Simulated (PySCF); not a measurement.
Vertical excitations of a molecule C2H12N2Si2 from PySCF 2.14.0 with TDA-PBE/def2-SVPD, as energy in eV (oscillator strength): 5.05 (0.000), 5.39 (0.003), 5.74 (0.016), 5.80 (0.033), 5.92 (0.029), 6.23 (0.008). Lowest triplet (TDA): 4.99 eV. Geometry optimised at ωB97X-D3(BJ)/def2-SVP. The values are those of a single conformer.

Problem. Identify the compound among the candidates.
A) N[SiH2]CC[SiH2]N
B) CCN[SiH2][SiH2]N
C) C[SiH2]N(C)[SiH2]N
D) CN([SiH3])[Si@@H](C)N

Solution. D, CN([SiH3])[Si@@H](C)N
